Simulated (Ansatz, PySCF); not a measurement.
Reaction (SMILES): [SiH3]C1=CCCC1 [cyclopenten-1-ylsilane] + 7 [H][H] (H2) -> 5 C (CH4) + [SiH4] (SiH4)
Structures are relaxed separately at B3LYP-D3(BJ)/def2-TZVP in Ansatz (a first-principles code), one conformer each, not searched for the lowest. Frequencies are from Ansatz or PySCF.

Quantity: energy of full hydrogenation (0 K, with B3LYP-D3(BJ) harmonic zero-point energies), in kcal/mol. Correlated levels leave the core frozen unless marked. No spin-orbit coupling. No relativistic terms. CBS marks a two-point X^-3 extrapolation of the correlation energy; Hartree-Fock from the larger set.

```tsv
level	program	energy of full hydrogenation (kcal/mol)
RI-HF/aug-cc-pV(Q+d)Z	Ansatz	-118.0
PBE-D4/def2-TZVPD	Ansatz + dftd4	-90.4
```

### Question
Estimate the value at CCSD(T)/CBS(cc-pV(T+d)Z,cc-pV(Q+d)Z) as computed with Ansatz.

### Answer
-93.6 kcal/mol, so PBE-D4/def2-TZVPD differs from it by 3.2 kcal/mol.
